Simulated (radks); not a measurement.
Dipole-allowed excitations along the series with 4 electrons in [He] 2s2. Method: scalar-relativistic Kohn-Sham, LDA (Slater exchange, VWN5 correlation), spin-unpolarised, spherical densities, finite nucleus; Fermi nuclear charge, rms radius of each element as measured or else 0.836 A^(1/3) + 0.57 fm; computed with a radial shooting solver on a logarithmic mesh with Libxc functionals. Time-dependent linear response with the Hartree and adiabatic LDA kernel, continuum included through the Sternheimer equations, no spin-orbit coupling, so fine structure and intercombination lines are absent. Lines are the poles of the dipole polarisability below minus the highest occupied eigenvalue, found on a grid refined at the orbital gaps; the lowest seven at most are given, and weak or close lines can be missed. The first line takes the name of the lowest orbital gap if no other gap lies below it; otherwise a line is named after a gap within 0.6 % of it, if that gap stands alone.

| species | -e(HOMO) (eV) | lowest orbital gap (eV) | first line (eV) | f | strongest line (eV) | its f | static alpha (bohr^3) | measured (eV) |
|---|---|---|---|---|---|---|---|---|
| Be | 5.599 | 2s-2p 3.500 | 4.822 (2s-2p) | 1.30 | the first | 1.30 | 43.77 | 2s-2p 5.277 |
| B+ | 19.413 | 2s-2p 5.955 | 8.481 (2s-2p) | 0.970 | the first | 0.970 | 10.77 | 2s-2p 9.100 |
| C2+ | 40.174 | 2s-2p 8.323 | 11.774 (2s-2p) | 0.723 | the first | 0.723 | 4.249 | - |
| N3+ | 67.800 | 2s-2p 10.661 | 14.974 (2s-2p) | 0.578 | the first | 0.578 | 2.102 | - |
| O4+ | 102.27 | 2s-2p 12.992 | 18.143 (2s-2p) | 0.482 | the first | 0.482 | 1.191 | - |
| F5+ | 143.58 | 2s-2p 15.329 | 21.309 (2s-2p) | 0.415 | 94.745 (unassigned) | 0.454 | 0.7387 | - |

Measured values: term averages from the NIST Handbook of Basic Atomic Spectroscopic Data.
